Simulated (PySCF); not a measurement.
**Relaxation of singlet AsN₂⁻**

Computed with PBE0/[As def2-TZVPD, N def2-TZVPD], no relativity, density fitting, PySCF. A (50,194) grid was used.

A hand-made bent start, of C2v symmetry, held to at least that symmetry:

Coordinates in bohr (charge -1 multiplicity 1):
```
As    0.0000    0.0000   -0.5132
N     2.6934    0.0000    1.3728
N    -2.6934    0.0000    1.3728
```

At each step, columns x, y, z (Å) and Fx, Fy, Fz (eV/Å):

```
step 0  E − E(last) = 190.71 kJ/mol
As   0.000   0.000  -0.272   0.000   0.000   4.763
N    1.425   0.000   0.726   0.486   0.000  -2.382
N   -1.425   0.000   0.726  -0.486   0.000  -2.382
step 1  E − E(last) = 81.60 kJ/mol
As   0.000   0.000  -0.071   0.000   0.000   3.221
N    1.565   0.000   0.626  -0.879   0.000  -1.611
N   -1.565   0.000   0.626   0.879   0.000  -1.611
step 2  E − E(last) = 26.18 kJ/mol
As   0.000   0.000   0.114   0.000   0.000   1.310
N    1.603   0.000   0.534   0.128   0.000  -0.655
N   -1.603   0.000   0.534  -0.128   0.000  -0.655
step 3  E − E(last) = 8.56 kJ/mol
As   0.000   0.000   0.271   0.000   0.000   0.755
N    1.669   0.000   0.455  -1.261   0.000  -0.378
N   -1.669   0.000   0.455   1.261   0.000  -0.378
step 4  E − E(last) = 1.01 kJ/mol
As   0.000   0.000   0.339   0.000   0.000   0.244
N    1.650   0.000   0.421  -0.257   0.000  -0.122
N   -1.650   0.000   0.421   0.258   0.000  -0.122
step 5  E − E(last) = 0.09 kJ/mol
As   0.000   0.000   0.380   0.000   0.000   0.057
N    1.648   0.000   0.401  -0.124   0.000  -0.028
N   -1.648   0.000   0.401   0.124   0.000  -0.028
step 6  E − E(last) = 0.01 kJ/mol
As   0.000   0.000   0.390   0.000   0.000   0.014
N    1.645   0.000   0.396   0.034   0.000  -0.007
N   -1.645   0.000   0.396  -0.034   0.000  -0.007
step 7  E − E(last) = 0.00 kJ/mol
As   0.000   0.000   0.395   0.000   0.000  -0.005
N    1.646   0.000   0.393  -0.014   0.000   0.003
N   -1.646   0.000   0.393   0.014   0.000   0.003
```

It ends at D∞h with As–N 1.646 Å (×2); N–As–N 180.0° (after a last refinement on a finer grid). A frequency run shows a minimum. Other isomers or separated fragments may lie lower.
